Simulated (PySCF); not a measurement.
## Titanium dioxide in a uniform electric field

Titanium dioxide, TiO₂ (singlet state).
Atom-mapped SMILES: `[O:1]=[Ti:2]=[O:3]`

Geometry (PBE0-D3(BJ)/def2-TZVP, Å), atoms numbered from 1 in this order:
```
atom  x, y, z in Å
O1    -1.358   -0.207    0.004
Ti2    0.007    0.680   -0.006
O3     1.334   -0.261   -0.019
```

Level: CAM-B3LYP/aug-cc-pVTZ (PySCF); nuclei fixed, core orbitals frozen in the response. Permanent dipole (0.140, 6.864, 0.010) D (1 au = 2.5417 D). Static polarisability (au):

```
x   49.98 -0.46 -0.23
y   -0.46 27.16  0.01
z   -0.23  0.01 23.29
```

Only the terms in μ and α are kept: μ(F) = μ + αF and ΔE = −μ·F − ½ F·αF.

Q: Apply 0.005 au along ±x, ±y and ±z in turn. Tabulate induced and total dipoles and both energy terms.

A: 
```
field along  induced x (D)  induced y (D)  induced z (D)  total size (D)  −μ·F (kJ/mol)  −½F·αF (kJ/mol)
         +x          0.635         -0.006         -0.003           6.902         -0.723           -1.640
         −x         -0.635          0.006          0.003           6.888         +0.723           -1.640
         +y         -0.006          0.345          0.000           7.210        -35.451           -0.891
         −y          0.006         -0.345          0.000           6.520        +35.451           -0.891
         +z         -0.003          0.000          0.296           6.872         -0.052           -0.764
         −z          0.003          0.000         -0.296           6.871         +0.052           -0.764
```

Q: For the field (0.0035, 0.0050, -0.0045) au, what is the induced dipole, and what angle does it make with the field?

A: αF = (0.441, 0.341, -0.268) D, at 18.3° to the field. The polarisability along this direction, F·αF/F², is 30.50 au, against a mean of 33.48 au.

Q: At what field along the permanent dipole would the induced dipole along it equal the permanent one, in this linear picture?

A: The polarisability along the dipole is 27.15 au, so F = 2.7011 au / 27.15 au = 0.0995 au = 5.12 V/Å; higher-order terms are ignored.

Q: What field makes μF equal to kT at 200 K?

A: kT = 0.6334 × 10⁻³ Eh, so F = 0.000234 au = 1.21 MV/cm.

Q: Induction energy −ᾱe²/2R⁴ of a unit charge at 20 Å, the molecule taken as a point?

A: R = 37.79 bohr, so the energy is −33.5/(2 × 37.79⁴) Eh = -0.0215 kJ/mol. The charge–dipole term at its most favourable orientation, −μe/R², is -4.96 kJ/mol.

Isolated species at its PBE0-D3(BJ)/def2-TZVP geometry, gas phase.
